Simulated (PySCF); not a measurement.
Run record: geometry optimisation, [Ga(OMe)H3]- (`[H][Ga-]([H])([H])[O]C`).

Method: PBE0-D3(BJ)/def2-SVP geometry optimisation, gas phase (PySCF 2.14.0). Start geometry: GFN2-xTB. A driver script takes a list of jobs; this job's settings line and coordinates (Å) are shown.

Input:
```
{"job": {"xc": "PBE0", "basis": "def2-SVP", "d3": "d3bj", "grid": 1, "maxiter": 40, "kind": "geom"}, "charge": -1, "multiplicity": 1}
Ga    -0.363320     0.582600    -1.371720
O      0.053490    -0.063310     0.174480
C      0.382900    -0.606050     1.433810
H     -0.032270    -1.613690     1.524840
H     -0.029430     0.022240     2.227480
H      1.470350    -0.656170     1.543570
H      0.953900     0.867800    -2.201140
H     -1.173230     1.924500    -1.175850
H     -1.262390    -0.457930    -2.155480
```

**Question.** Estimate the output.

**Answer.** 
```
step   0  E = -2041.07354036  max force = 0.090419
step   1  E = -2041.08630676  max force = 0.027351
step   2  E = -2041.08777265  max force = 0.005338
step   3  E = -2041.08789932  max force = 0.001476
step   4  E = -2041.08790813  max force = 0.000614
step   5  E = -2041.08791304  max force = 0.000616
step   6  E = -2041.08794402  max force = 0.002761
step   7  E = -2041.08799732  max force = 0.001871
step   8  E = -2041.08819436  max force = 0.004938
step   9  E = -2041.07879860  max force = 0.086232
... (10 lines left out)
step  20  E = -2041.10023855  max force = 0.002847
step  21  E = -2041.10043275  max force = 0.007035
step  22  E = -2041.10064159  max force = 0.007304
step  23  E = -2041.10130363  max force = 0.003911
step  24  E = -2041.10168495  max force = 0.004061
step  25  E = -2041.10169382  max force = 0.005314
step  26  E = -2041.10188490  max force = 0.001954
step  27  E = -2041.10191615  max force = 0.001115
step  28  E = -2041.10193336  max force = 0.000719
step  29  E = -2041.10194146  max force = 0.000430
optimisation converged
```

Energies in Eh; «max force» is the largest Cartesian gradient component in Eh/bohr.

**Question.** How much energy does the optimisation release, in eV?

**Answer.** E(step 0) − E(last step) = 0.028401 Eh, which is 0.773 eV.

**Question.** Give the first gradient maximum in eV/Å.

**Answer.** With 1 Eh/bohr = 51.422 eV/Å, 4.650 eV/Å.

Summary of the converged run: final energy -2041.10194 Eh after 29 steps.

**Question.** Where do the atoms end?

**Answer.** 0.527 Å rms from the input after alignment:
```
atom  x, y, z in Å
Ga1   -0.3739    0.5571   -1.2474
O2    -0.2093    0.6395    0.6354
C3     0.3247   -0.4376    1.2739
H4    -0.2725   -1.3813    1.1719
H5     0.4114   -0.2618    2.3742
H6     1.3570   -0.7141    0.9353
H7     1.1152    0.3079   -1.8533
H8    -0.9943    1.9792   -1.6892
H9    -1.3584   -0.6890   -1.6008
```

**Question.** How long does this job take on one thread, Arm Neoverse N1, no GPU, shared host?

**Answer.** About 2.0 min.
Labels such as C1 count atoms from 1, the log's own numbers from 0.
